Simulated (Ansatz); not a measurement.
Consider the redistribution: `[F][Ge][O][SiH3]` + `C[Si](F)(F)Cl` → `F[Si](F)([SiH3])Cl` + `C[O][Ge][F]`.

Isolated molecules relaxed with PBE0-D4/def2-TZVP in Ansatz; ΔE leaves out vibrations. CBS: MP2 limit from def2 TZ/QZ plus the TZ coupled-cluster correction, frozen cores. For Ge outer-core shells are correlated without core-valence functions, which leaves a few kJ/mol of doubt a bond. Scalar relativity is left out up to krypton. Each species was taken in one conformer, which may not be the lowest.

```csv
species,CCSD(T)/CBS(def2) energy (Eh)
`[F][Ge][O][SiH3]`,-2542.06230
`C[Si](F)(F)Cl`,-988.51588
`F[Si](F)([SiH3])Cl`,-1239.50998
`C[O][Ge][F]`,-2290.98541
```

Problem. Work out ΔE.

Solution. ΔE = (-1239.50998) + (-2290.98541) − (-2542.06230) − (-988.51588) = 0.08279 Eh = +52.0 kcal/mol.

Largest T1 diagnostic among the species: 0.015.

Leaving LDA and LC-ωPBE aside and taking each functional with its dispersion term where it has one, the values, not all of them listed here, spread over 8.7 kcal/mol, from PBE-D4 to BHLYP-D4. LDA lies +0.8 kcal/mol from PBE without D4. At CCSD(T), def2-SVP lies −5.0 kcal/mol from the extrapolated value and def2-TZVPP −0.2 kcal/mol. From r2SCAN to r2SCAN0 (25 % exact exchange), in def2-TZVPP and without D4, ΔE moves by +1.7 kcal/mol.
